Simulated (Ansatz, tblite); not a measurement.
Forces on the cluster Zn3S3 at its PBE0-D4/def2-SVP geometry. The state is a singlet with charge 0.

The xTB rows come from tblite. Another isomer (singlet) lies 2.60 eV lower at PBE0-D4/def2-TZVP; other spin states weren't run for this one.

GFN1-xTB (tblite), largest force 0.91 eV/Å:

```xyz
6
positions Å, forces eV/Å
Zn   -0.401   -0.678    0.290   -0.149   -0.452    0.079
Zn    0.035    1.928    0.238    0.020    0.505    0.052
Zn   -1.006   -3.167    0.518    0.021    0.168    0.003
S    -1.420    0.884    1.486   -0.319   -0.045    0.300
S     1.219   -0.548   -1.245    0.423    0.721   -0.305
S     1.573    1.581   -1.286    0.003   -0.897   -0.129
```

GFN2-xTB (tblite), largest force 1.06 eV/Å:

```
Zn -0.257 -0.547 0.169
Zn -0.084 0.852 0.200
Zn 0.018 0.003 -0.017
S -0.471 -0.075 0.441
S 0.493 0.693 -0.376
S 0.300 -0.924 -0.418
```

PBE-D4/def2-TZVP (Ansatz), largest force 0.18 eV/Å:

```
Zn 0.055 0.036 -0.049
Zn 0.047 0.020 -0.043
Zn -0.018 -0.066 0.008
S -0.096 0.024 0.096
S 0.050 0.158 -0.026
S -0.039 -0.172 0.013
```
